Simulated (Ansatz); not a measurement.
`[OH][Ga]([SH])[O][SiH3]` and `[OH][In]([SH])[O][SiH3]` differ in one element.

Ansatz, PBE0-D4/def2-TZVP geometries, multiplicity 1. Each molecule was computed in one conformer, which needn't be the lowest.

Elements past krypton have def2 core potentials. Scalar relativity is left out up to krypton.

| property | `[OH][Ga]([SH])[O][SiH3]` |
| --- | --- |
| LUMO energy (ωB97M-V/def2-TZVPP) / eV | 0.67 |
| HOMO energy (PBE/def2-TZVPP) / eV | -6.74 |
| HOMO–LUMO gap (PBE0/def2-TZVPP) / eV | 6.89 |
| LUMO energy (PBE0/def2-TZVPP) / eV | -1.11 |
| size of the dipole moment (PBE/def2-TZVPP) / D | 0.94 |
| ideal-gas entropy at 298 K and 1 bar (rigid rotor, harmonic PBE0-D4/def2-TZVP) / J/(mol·K) | 407 |

Question: What does the change do to each property? (Estimate.)

Answer: Ansatz gave: 
| property | `[OH][In]([SH])[O][SiH3]` | shift |
| --- | --- | --- |
| LUMO energy (ωB97M-V/def2-TZVPP) / eV | -0.17 | -0.84 |
| HOMO energy (PBE/def2-TZVPP) / eV | -6.77 | -0.03 |
| HOMO–LUMO gap (PBE0/def2-TZVPP) / eV | 6.01 | -0.88 |
| LUMO energy (PBE0/def2-TZVPP) / eV | -2.03 | -0.92 |
| size of the dipole moment (PBE/def2-TZVPP) / D | 0.29 | -0.65 |
| ideal-gas entropy at 298 K and 1 bar (rigid rotor, harmonic PBE0-D4/def2-TZVP) / J/(mol·K) | 423 | 16 |

Dipoles are sizes alone; their direction can turn. Modes under 60 cm⁻¹, often nearly free rotors, make the harmonic entropy too high.
